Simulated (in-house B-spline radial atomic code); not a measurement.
Excitations of the germanium ion Ge⁴⁺ by several methods

Full response, energies in eV; labels give the largest channel, * marks a mixed state, a dash one above the method's threshold, and an imaginary frequency an unstable closed-shell reference. Computed with an all-electron radial atomic-structure program (B-spline basis): linear response of the closed shell [Ar] 3d10 with each method's own kernel (bare exchange for TDHF, static screening on G0W0 levels for BSE, the adiabatic kernel for functionals); scalar-relativistic (spin-free one-electron X2C), finite nucleus, no spin-orbit coupling, no double excitations, S, P, D and F terms only. Only terms of natural parity with L up to 3 were computed.

| method | 3d → 4s 3D | 3d → 4s 1D | 3d → 4p 3P | α (bohr³) |
| --- | --- | --- | --- | --- |
| TDHF | ? | ? | ? | ? |
| BSE on G0W0@HF | 29.264 | 30.05 | 40.51 | 0.7595 |
| LDA VWN5 | 25.667 | 26.278 | 36.93 | 0.8722 |
| PBE | 25.279 | 25.964 | 36.44 | 0.8738 |
| PBE0 | 26.867 | 27.580 | 38.05 | 0.8378 |
| B3LYP (VWN-RPA) | ? | ? | ? | ? |
| CAM-B3LYP | 25.951 | 26.706 | 37.03 | 0.8528 |
| LC-wPBE | 25.576 | 26.259 | 36.67 | 0.8667 |
| HSE06 | 26.791 | 27.505 | 37.99 | 0.8402 |
| BHandHLYP | 27.654 | 28.479 | 38.75 | 0.8137 |
| BLYP | 24.698 | 25.471 | 35.78 | 0.8819 |
| PBEsol | 25.557 | 26.234 | 36.70 | 0.8712 |
| BP86 | 25.780 | 26.413 | 37.04 | 0.8719 |
| LDA exchange-only | 24.814 | 25.585 | 35.81 | 0.8908 |
| B97-1 | 26.887 | 27.388 | 38.18 | 0.8421 |
| RPBE | 25.175 | 25.853 | 36.28 | 0.873 |
| OLYP | 25.341 | 26.083 | 36.22 | 0.8533 |

(1) What does TDHF give?

(2) What does B3LYP (VWN-RPA) give?

Answers

(1) 3d → 4s 3D: 30.62; 3d → 4s 1D: 31.51; 3d → 4p 3P: 41.66; α: 0.7626 (eV, bohr³).

(2) 3d → 4s 3D: 26.063; 3d → 4s 1D: 26.823; 3d → 4p 3P: 37.20; α: 0.851 (eV, bohr³).
